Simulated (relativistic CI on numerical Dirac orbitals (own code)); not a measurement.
**What each ingredient does to the levels of Re⁴⁸⁺**

Base calculation: Dirac-Coulomb-Breit CI, separate exchange-only KLI orbitals for each configuration, model QED (radiative potential, 1s self-energy scaled to tabulated hydrogen-like ionisation energies), unscaled Slater integrals.

CI space (outside the closed core [Ne]): 3s²3p⁶3d⁹, 3s²3p⁵3d¹⁰, 3s3p⁶3d¹⁰, 3s²3p⁶3d⁸4s, 3s²3p⁶3d⁸4p, 3s²3p⁴3d¹⁰4s, 3s²3p⁶3d⁸4d, 3s²3p⁴3d¹⁰4p, 3s²3p⁵3d⁹4s, 3s²3p⁶3d⁸4f, 3s²3p⁴3d¹⁰4d, 3s3p⁵3d¹⁰4s, 3s²3p⁵3d⁹4p, 3s3p⁵3d¹⁰4p, 3s²3p⁶3d⁷4s², 3s²3p⁵3d⁹4d, 3s3p⁶3d⁹4s, 3s3p⁵3d¹⁰4d, 3s²3p⁶3d⁷4s4p, 3p⁶3d¹⁰4s, 3s²3p⁵3d⁹4f, 3s²3p⁶3d⁸5s, 3s²3p⁶3d⁷4p², 3s²3p⁶3d⁷4s4d, 3s3p⁶3d⁹4p, 3s²3p⁶3d⁸5p, 3p⁶3d¹⁰4p, 3s²3p⁵3d⁸4s², 3s²3p⁶3d⁸5d, 3s²3p⁶3d⁷4p4d, 3p⁶3d¹⁰4d, 3s²3p⁶3d⁸5f, 3s3p⁶3d⁹4d, 3s²3p⁶3d⁸5g, 3s²3p⁵3d⁸4s4p, 3s²3p⁶3d⁷4d². Levels of other configurations are missing.

The lowest level and the first level of each name with at least 55 % of one term (blank where a level has no safe partner in the second run):

| Level | Base (eV) | Shift (eV) |
| --- | --- | --- |
| 3s²3p⁶3d⁹ ²D5/2 | 0.00 | 0.00 |
| 3s²3p⁶3d⁹ ²D3/2 | 71.24 | +0.01 |
| 3s²3p⁵3d¹⁰ ²P°3/2 | 462.20 | -0.10 |
| 3s²3p⁵3d¹⁰ ²P°1/2 | 792.51 | -0.10 |
| 3s3p⁶3d¹⁰ ²S1/2 | 1035.51 | +0.01 |
| 3s²3p⁶3d⁸4s ⁴F9/2 | 1665.94 | +0.21 |
| 3s²3p⁶3d⁸4s ²F7/2 | 1669.05 | +0.23 |
| 3s²3p⁶3d⁸4s ⁴F7/2 | 1736.36 | +0.35 |
| 3s²3p⁶3d⁸4s ⁴F5/2 | 1737.12 | +0.35 |
| 3s²3p⁶3d⁸4s ²G9/2 | 1751.76 | +0.33 |
| 3s²3p⁶3d⁸4s ²G7/2 | 1752.38 | +0.33 |
| 3s²3p⁶3d⁸4s ²P1/2 | 1753.37 | +0.33 |
| 3s²3p⁶3d⁸4p ²P°1/2 | 1793.72 | +0.42 |
| 3s²3p⁶3d⁸4s ⁴F3/2 | 1812.69 | +0.47 |
| 3s²3p⁶3d⁸4p ⁴G°7/2 | 1834.49 | +0.64 |
| 3s²3p⁶3d⁸4p ²H°9/2 | 1849.38 | +0.62 |
| 3s²3p⁶3d⁸4p ⁴G°11/2 | 1877.66 | +0.53 |
| 3s²3p⁶3d⁸4p ⁴F°9/2 | 1880.85 | +0.55 |
| 3s²3p⁶3d⁸4p ⁴G°9/2 | 1948.21 | +0.71 |
| 3s²3p⁶3d⁸4p ⁴F°7/2 | 1949.95 | +0.72 |
| 3s²3p⁶3d⁸4p ²H°11/2 | 1961.85 | +0.69 |

At this charge energies of transitions that change n are usually good to better than 1 %, and those within a shell (Δn = 0) to a few per cent.

Question: One thing was changed in a second run, which moved the levels as shown. Which?
A. one mean potential for all configurations
B. QED terms removed
C. Breit term removed
D. P86 correlation estimate
E. configuration mixing switched off

Answer: A. One mean potential for all configurations. One potential for all configurations removes the relaxation of the orbitals, which moves whole configurations and changes the integrals a little.

LS names give the leading component of a level, which can be under half, so a name can repeat, a term be missing and a line seem to break the LS rules.
